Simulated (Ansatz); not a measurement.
System: sum formula SiN3H6Cl, net charge 0, singlet state. SMILES: N[Si](N)(N)Cl
Coordinates optimised at B3LYP-D3(BJ)/def2-TZVP (Ansatz, a program for electronic structure):
```xyz
11

Si    -0.0735     0.1897    -0.2931
Cl     0.3676    -0.9152     1.4224
N      1.0682    -0.3919    -1.4227
N     -0.0881     1.7972     0.2846
N     -1.5899    -0.0388    -1.0271
H      1.9697    -0.7243    -1.1234
H      1.0829    -0.0453    -2.3686
H     -0.2968     2.5665    -0.3315
H      0.4913     2.0743     1.0594
H     -1.7779    -0.8763    -1.5539
H     -2.4211     0.3414    -0.6042
```

Property: vertical triplet-singlet gap (E(triplet) - E(singlet); each state is the SCF solution reached for its spin), in kcal/mol. Cores are frozen in the correlated levels unless marked. UHF or UKS for open shells. Spin-orbit coupling is left out. No relativistic terms. CBS(X,Y): correlation extrapolated as X^-3; Hartree-Fock from the larger set. [CCSD(T)-MP2]/basis is that difference in the basis named.

```json
[
 {"level": "PBE/def2-TZVPD", "program": "Ansatz", "vertical triplet-singlet gap (kcal/mol)": "121.9"}
]
```

### Question
Estimate the value at RI-MP2/CBS(aug-cc-pV(T+d)Z,aug-cc-pV(Q+d)Z)+[CCSD(T)-MP2]/aug-cc-pV(T+d)Z as computed with Ansatz.

### Answer
143.0 kcal/mol, so PBE/def2-TZVPD differs from it by -21.1 kcal/mol.
